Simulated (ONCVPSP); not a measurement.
Transferability test, ONCV potential for N

| Property | Result |
| --- | --- |
| Element | N |
| Generator | ONCVPSP 4.0.1 |
| Type | optimised norm-conserving Vanderbilt (ONCV) |
| Functional | PBE |
| Relativity | non-relativistic |
| Frozen core | [He] |
| Valence charge | 5 |
| Reference configuration | 2s2 2p3 |
| Partial waves | 2s: rc 0.90 bohr, ncon 3, nbas 7, qcut 8.9 1/bohr, 2 projectors, debl 1.2 Ha; 2p: rc 1.40 bohr, ncon 4, nbas 8, qcut 9.8 1/bohr, 1 projector; d scattering state at 0.26 Ha: rc 1.05 bohr, ncon 5, nbas 9, qcut 10.3 1/bohr, 1 projector |
| Local potential | polynomial inside 0.85 bohr (lpopt 5, dvloc0 0 Ha) |
| Core correction | polynomial model core, fcfact 0.3 |

Energies are relative to the spin-unpolarised reference configuration 2s2 2p3; without spin polarisation the order of configurations can differ from experiment. Not all tests gave a result: 1 of 4 tests not solved or not reliable.

| valence configuration | charge | ΔE all-electron (eV) | error AE − PS (meV) |
| --- | --- | --- | --- |
| 2s2 2p2 | +1 | 13.597 | +7.0 |
| 2s2 2p1 | +2 | 42.456 | +80 |
| 2s2 2p0 | +3 | 89.540 | +400 |

Levels in the configuration 2s2 2p2:

```csv
level,all-electron (eV),pseudo (eV)
2s,-32.434,-32.434
2p,-20.693,-20.671
```
